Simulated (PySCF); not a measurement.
# How methods differ on the excitation energy of O²⁺

O²⁺ [He] 2s2 2p2 (3P) → O²⁺ [He] 2s2 2p1 3s1 (3P), as a difference of total energies. All numbers are calculated (PySCF 2.14, the spin-free X2C one-electron Hamiltonian (Gaussian nucleus), in aug-cc-pVQZ-DK (6s5p4d3f2g, 80 functions)). Correlated levels: valence: 1s2 frozen. The calculations carry no spin-orbit coupling.

| method | excitation energy (eV) |
| --- | --- |
| UHF | 33.246 |
| MP2 (valence) | 33.310 |
| SCS-MP2 (valence) | 33.197 |
| CCSD (valence) | 33.114 |
| CCSD(T) (valence) | 33.090 |

Q: How much does correlation contribute at CCSD(T) (valence)?

A: 33.090 − (33.246) = -0.156 eV, measured against UHF.

The promoted electron is Rydberg-like, and one or two diffuse shells describe it only roughly, which tends to raise the upper state.
